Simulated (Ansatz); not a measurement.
Compare A (`O[CH2][InH][Br]`) with its isomer B (`[OH][InH][CH2]Br`).

Gas-phase electronic energies from Ansatz, PBE0-D4/def2-TZVP geometries. CCSD(T)/CBS adds triple-zeta CCSD(T) − MP2 to the extrapolated MP2 energy (def2 sets, frozen cores). DFT in def2-TZVPP. B3LYP here is the variant with VWN-RPA as its local correlation; programs differ in this. Elements past krypton have def2 core potentials. For Br, In outer-core shells are correlated without core-valence functions, which leaves a few kJ/mol of doubt a bond. Scalar relativity is left out up to krypton. Each species was taken in one conformer, which may not be the lowest.

A:

```xyz
8

O    -1.6466   -0.2240    0.0617
C    -0.6603    0.6593   -0.3943
In    1.3163   -0.2200   -0.2069
Br    0.9338   -1.7791    1.7413
H    -1.3408   -0.6554    0.8697
H    -0.6563    1.6098    0.1564
H    -0.8660    0.8847   -1.4420
H     2.9200   -0.2753   -0.7860
```

B:

```xyz
8

O     1.5359    0.4889   -1.6440
In    0.5304   -0.7860   -0.4955
C    -0.6383    0.1656    1.0506
Br   -2.3698    0.4276    0.1662
H     1.4013    1.4093   -1.4090
H     0.6683   -2.4211   -0.9443
H    -0.8355   -0.4378    1.9325
H    -0.2922    1.1536    1.3433
```

Question: Which is lower in electronic energy at CCSD(T)/CBS, and by how much? (Best estimate.)

Answer: The calculation gave: A, by 58.4 kJ/mol.

Question: Give E(B) − E(A) in kJ/mol with CCSD(T)/def2-SVP, r2SCAN-D4, B3LYP, ωB97M-V, CCSD/def2-TZVPP, HF/def2-TZVPP, BLYP-D4. (Best estimate.)

Answer: Ansatz gave: CCSD(T)/def2-SVP 78.6, r2SCAN-D4 72.1, B3LYP 72.2, ωB97M-V 68.0, CCSD/def2-TZVPP 62.2, HF/def2-TZVPP 80.6, BLYP-D4 67.4. None reverses the order clearly.

Question: Does the order hold for the free energy at 298.15 K (harmonic terms from PBE0-D4)? (An estimate is asked.)

Answer: Computed: Yes: G(B) − G(A) = +49.8 kJ/mol, for one conformer each. Modes under 60 cm⁻¹, often nearly free rotors, make the harmonic entropy too high.

Largest T1 diagnostic: 0.013.

In def2-TZVPP, CCSD(T) changes the Hartree–Fock value by −21.6 kJ/mol (the triples alone add −3.2 kJ/mol) and MP2 by −25.1 kJ/mol. From BLYP to BHLYP (50 % exact exchange), in def2-TZVPP and without D4, E(B) − E(A) moves by +10.6 kJ/mol.
